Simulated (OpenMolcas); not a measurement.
B III: from RASSCF to RASPT2

| Property | Result |
| --- | --- |
| Program | OpenMolcas 26.06 |
| Basis | ANO-R1 [3s2p1d] |
| Scalar Hamiltonian | X2C, finite nucleus |
| Active space | 1 electron in 9 orbitals (RAS2 2s 2p; RAS3 3d, at most 1 electron) |
| State averaging | 2S+1 = 2 even, 1 root; 2S+1 = 2 odd, 3 roots |
| Spin-orbit coupling | state interaction with AMFI integrals over the reference wave functions, term energies averaged over their components |

Methods on the same reference wave functions:
A. RASSCF
B. SS-RASPT2, IPEA 0.25 Eh, imaginary shift 0.1 Eh (closed shells correlated: 1s)

Energies in cm-1 above 2s 2S 1/2, the measured ground level; measured values from Moore, Atomic Energy Levels, vol. I, NSRDS-NBS 35 (1971 reprint of NBS Circular 467, 1949).

| Level | A | B | Measured |
| --- | --- | --- | --- |
| 2s 2S 1/2 | 0.0 | 0.0 | 0.0 |
| 2p 2P* 1/2 | 50544 | 50477 | 48358 |
| 2p 2P* 3/2 | 50567 | 50500 | 48393 |

Deviations, from unrounded energies. A percentage is the sum of absolute deviations over the sum of measured energies, with the sign that they share, or ± where signs differ.

```csv
Against measurement,Levels,A,B
mean absolute deviation (cm-1),2,2200,2100
other configurations (%),2,+4.5,+4.4
```

A, B lie about equally close to measurement. The largest miss of B in the table is 2p 2P* 1/2, by +2100 cm-1. The ranking rests on the paired levels alone, and a cruder setting can come out closer through cancelling errors.

The lowest spin-free term lies below A's lowest term by 0.001 hartree in B.

With one active electron outside closed inactive shells, the extra shells (3d) add no correlation to the reference. With one active electron the reference holds no correlation, so core polarisation is missing (holds for A). With one active electron, CASPT2 adds the correlation within the correlated inactive shells and between them and that electron, and leaves the splitting within a term as the reference gives it (holds for B). Computed and measured levels are paired by configuration, term and J; levels that our copy of the source lacks, or whose pairing is in doubt (as where it misses far off the trend of its configuration), stay unpaired and out of the deviations. Only configurations of the active space appear.

* marks odd parity.
